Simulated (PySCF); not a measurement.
Gas-phase equilibrium of 1 mol H₂S, 0.19 mol SO₂ at 1000 K and 1.01 bar, among 21 species (S₂O, SO₂, O₂, O, S₂, S₆, HO₂, H₂S₂, H₂O, H, H₂O₂, H₂S, O₃, SO, SH, H₂, S₈, S, SO₃, H₂SO₄, OH). Only gases are allowed; each row takes one source of thermochemistry for all species, and Cantera finds the minimum.

Computed with PySCF (xtb for GFN2) and rigid-rotor harmonic-oscillator thermochemistry at 1 bar. S°(298 K) at PBE0/def2-TZVP differs from the NASA 1993 table for S₈ (-8 J/mol/K); whether the harmonic model or the table's entry is off was not settled. † marks an energy on the PBE0/def2-TZVP geometry and frequencies; other levels use their own. CCSD(T) freezes the core. Open shells (unrestricted) among the columns below: S₂ (multiplicity 3); the rest are closed-shell singlets. GFN2 has no spin-polarisation term. B3LYP is the form with VWN-RPA correlation. No R ln 2 is added for the mirror-image form of H₂S₂. CCSD(T) isn't extrapolated to the basis-set limit. The harmonic model lacks anharmonicity and excited electronic states, which grow with temperature; levels with a mode under 35 cm⁻¹ are left out. Internal rotation in H₂S₂ is treated as a harmonic vibration of one conformer, which makes the entropy rough. Soft modes under 120 cm⁻¹ make the harmonic entropy rough for S₈. Warning, large T1 diagnostic: SO₂ (CCSD(T)/def2-SVP†).

Molecules larger than those listed are left out.

Mole fractions:

| thermochemistry | x H₂S | x H₂O | x S₂ | x S₆ | x H₂ | x SO₂ | x S₈ | x H₂S₂ |
|---|---|---|---|---|---|---|---|---|
| B3LYP/def2-TZVP† | 0.46 | 0.29 | 0.23 | 1.9e-9 | 0.024 | 0.0014 | 3.1e-12 | 0.00046 |
| CCSD(T)/def2-SVP† | 0.48 | 0.30 | 0.22 | 1.8e-12 | 0.0029 | 1.4e-6 | <1e-12 | 9.5e-5 |
| GFN2-xTB | 0.55 | 0.30 | 0.018 | 0.050 | 0.035 | 0.018 | 0.017 | 0.010 |
| PBE/def2-SVP | 0.47 | 0.29 | 0.23 | 3.0e-7 | 0.011 | 0.00019 | 6.7e-9 | 0.00055 |
| PBE/def2-TZVP† | 0.47 | 0.27 | 0.22 | 1.6e-5 | 0.030 | 0.010 | 1.5e-6 | 0.0014 |
| ωB97M-V/def2-TZVP† | 0.53 | 0.25 | 0.19 | 0.00025 | 0.0053 | 0.026 | 3.4e-6 | 0.0035 |
The most sensitive of these is S₆: it spans a factor of 10^10.4 over these rows; at this temperature one factor of ten is RT ln 10 = 19 kJ/mol.
